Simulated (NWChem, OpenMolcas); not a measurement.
How methods differ on SiClOF2 (SMILES [O][Si](F)(F)Cl)

SiClOF2: 5 atoms, total charge 0, spin state doublet. SMILES: `[O][Si](F)(F)Cl`. The shape is that of a PBE0-D4/def2-TZVP optimisation.

Each level gives the vertical energy of the quartet above the doublet (eV). The values are calculated.

```tsv
level	kind	program	value (eV)	CPU time (all runs)
UHF/def2-SVP	Hartree–Fock	NWChem	9.39	75 s
USVWN5/def2-SVP	LDA	OpenMolcas	7.98	67 s
U-revPBE/def2-SVP	GGA	OpenMolcas	7.88	79 s
UBLYP/def2-SVP	GGA	OpenMolcas	8.02	92 s
UPBE/def2-SVP	GGA	OpenMolcas	8.06	94 s
UM06-L/def2-SVP	meta-GGA	OpenMolcas	8.73	1.8 min
UPBE0/def2-SVP	global hybrid	NWChem	8.77	81 s
UMP2/def2-SVP	perturbation theory	NWChem	9.96	89 s
```

The values span 7.88 to 9.96 eV. Times are those of the runs behind each value, whatever else they computed, on shared processors of several kinds: orders of magnitude only.
